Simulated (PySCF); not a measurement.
Gas-phase reaction: ZrCl₄ + HO₂ ⇌ ZrCl₃OH + ClO

Method: PySCF energies plus ideal-gas RRHO corrections (1 bar). † marks an energy on the PBE0/def2-TZVP geometry and frequencies. Open shells (unrestricted): HO₂ (multiplicity 2), ClO (multiplicity 2, electronic degeneracy 4); the rest are closed-shell singlets. Spin-orbit splitting is ignored; it lowers the true energy and changes the entropy of ClO. B3LYP is the form with VWN-RPA correlation. Zr: scalar-relativistic def2 core potential, no spin-orbit coupling. ZrCl₃OH: computed as isolated molecules; such fragments, hydroxides, amides, oligomers or adducts are transient or little studied in the gas. The harmonic model lacks anharmonicity and excited electronic states, which grow with temperature; levels with a mode under 35 cm⁻¹ are left out. Soft modes under 120 cm⁻¹ make the harmonic entropy rough for ZrCl₄, ZrCl₃OH.

```
level               ΔE electronic, kJ  ΔH°(298 K), kJ  ΔS°(298 K), J/K  ΔG°(2000 K), kJ
------------------  -----------------  --------------  ---------------  ---------------
B3LYP/def2-TZVP†                  -39             -41               13              -85
M06-2X/def2-TZVP†                 -36             -39               13              -82
PBE0/def2-QZVP†                   -33             -36               13              -79
r2SCAN/def2-TZVP†                 -33             -35               13              -78
ωB97X-V/def2-TZVP†                -33             -36               13              -79
```
ΔH° is lowest at B3LYP/def2-TZVP† and highest at r2SCAN/def2-TZVP†. No reference value is set beside these.
